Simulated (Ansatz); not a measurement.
Consider the formal exchange of groups at the Si–S bond: `O[SiH2][SiH](F)S` + `C/N=C/Cl` → `O[SiH2][SiH](F)Cl` + `C/N=C/S`.

Computed with Ansatz on PBE0-D4/def2-TZVP structures; ΔE is electronic, products minus reactants. CBS: MP2 limit from def2 TZ/QZ plus the TZ coupled-cluster correction, frozen cores. Double bonds are as drawn, so ΔE can hold a change between cis and trans. DFT in def2-TZVPP. Each species was taken in one conformer, which may not be the lowest.

`O[SiH2][SiH](F)S`:

Z-matrix (Å, degrees):
```
Si
Si 1 2.348
O 1 1.651 2 108.0
H 1 1.482 2 112.3 3 -117.3
H 1 1.491 2 108.5 3 122.1
S 2 2.136 1 103.9 3 -54.6
F 2 1.604 1 111.7 3 -175.1
H 2 1.484 1 115.5 3 63.0
H 3 0.960 1 116.8 2 45.3
H 6 1.343 2 95.9 1 150.5
```

`C/N=C/Cl`:

Cartesian coordinates in Å:
```
C -1.069 -0.098 0.203
N 0.187 -0.674 -0.206
C 1.184 0.069 -0.235
Cl 2.739 -0.516 -0.711
H -1.009 0.969 0.458
H -1.797 -0.232 -0.600
H -1.444 -0.649 1.069
H 1.209 1.131 0.023
```

`O[SiH2][SiH](F)Cl`:

```xyz
9

O    -1.621    1.084   -0.564
Si   -0.086    1.109    0.036
Si    0.584   -1.106    0.454
F     2.174   -1.228    0.546
Cl   -0.044   -2.183   -1.188
H    -1.795    0.485   -1.293
H     0.894    1.704   -0.914
H    -0.132    1.919    1.276
H     0.026   -1.785    1.646
```

`C/N=C/S`:

Z-matrix (Å, degrees):
```
C
N 1 1.438
H 1 1.100 2 113.6
H 1 1.093 2 109.3 3 121.7
H 1 1.093 2 109.3 3 -121.7
C 2 1.255 1 118.0 3 0.0
S 6 1.754 2 120.4 1 180.0
H 6 1.098 2 124.1 1 -0.0
H 7 1.341 6 95.5 2 -180.0
```

| level | ΔE (eV) |
| --- | --- |
| r2SCAN-D4 | -0.55 |
| PBE0-D4 | -0.52 |
| SCS-MP2/def2-TZVPP | -0.58 |
| CCSD(T)/def2-TZVPP | -0.55 |

(1) What does CCSD(T)/CBS give? (Best estimate.)

Largest T1 diagnostic among the species: 0.013.

Results:

(1) Ansatz gave: -0.56 eV. The listed levels differ from it by 0.01, 0.04, -0.02, 0.01 eV.

In def2-TZVPP, CCSD(T) changes the Hartree–Fock value by +0.08 eV (the triples alone add +0.01 eV) and MP2 by +0.06 eV.
